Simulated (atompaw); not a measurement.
**silver: one change to a PAW (atompaw) potential, before and after**

- Element: silver (Ag)
- Generator: atompaw 4.2.0.5
- Type: PAW
- Functional: PBEsol
- Relativity: scalar-relativistic
- Frozen core: [Ar] 3d10
- Valence charge: 19
- Reference configuration: 4s2 4p6 4d10 5s0 5p1
- Partial waves: 4s (bound): rc 1.70 bohr; 5s (bound, empty): rc 1.65 bohr; 4p (bound): rc 1.20 bohr; 5p (bound): rc 1.80 bohr; 4d (bound): rc 2.10 bohr; 4d channel at 0.8 Ry: rc 2.10 bohr
- Local potential: troulliermartins scheme with l = 3 at -0.5 Ry, radius 1.80 bohr
- Core correction: smooth core density matched at 1.95 bohr
- Augmentation charge: sinc compensation charge, radius 1.75 bohr; PAW radius 2.10 bohr; waves and projectors: modrrkj vanderbiltortho

All-electron outer shells of the reference configuration (PBEsol, scalar-relativistic, ld1.x):

| shell | level (eV) | outermost node (bohr) | outermost maximum (bohr) |
| --- | --- | --- | --- |
| 3p | -559.18 | 0.15 | 0.32 |
| 3d | -360.45 | – | 0.27 |
| 4s | -97.00 | 0.44 | 0.82 |
| 4p | -60.57 | 0.44 | 0.87 |
| 4d | -9.45 | 0.43 | 1.04 |
| 5s | -5.78 | 1.11 | 2.43 |
| 5p | -1.68 | 1.25 | 3.53 |

Change: all radii scaled by about 1.05 (s 1.78, p 1.26, d 2.22 bohr); local potential troulliermartins scheme with l = 3 at -0.5 Ry, radius 1.90 bohr; augmentation sinc compensation charge, radius 1.84 bohr; PAW radius 2.22 bohr; waves and projectors: modrrkj vanderbiltortho; core correction smooth core density matched at 2.06 bohr.

Cutoffs: the cutoffs (Ry, on a coarse ladder) from which the occupation-weighted sum of valence levels, in a spherical-Bessel basis at the reference potential, stays within 10 and 1 mRy of its value at 400 Ry; they do not see the model core or the augmentation charge, which bear on the density cutoff.

Task: What does the change do?

Result: The potential gets neither clearly harder nor softer (45 Ry and 80 Ry → 45 Ry and 80 Ry); the bound ghost in s disappears.

```tsv
quantity	base	changed
cutoff, loose	45 Ry	45 Ry
cutoff, tight	80 Ry	80 Ry
loose cutoff by channel (10 mRy a level)	s 15 Ry, p 35 Ry, d 18 Ry	s 15 Ry, p 35 Ry, d 15 Ry
bound ghosts	s	none
lowest overlap eigenvalue by channel	s 0.46, p 0.58, d 1.00	s 0.64, p 0.56, d 1.00
```

 A true bound ghost makes a file unfit for plane-wave use even where its test errors are small: the radial tests pick states by their node count and pass the ghost by. The cutoffs see the waves, projectors and local potential, not the compensation charge or the core.
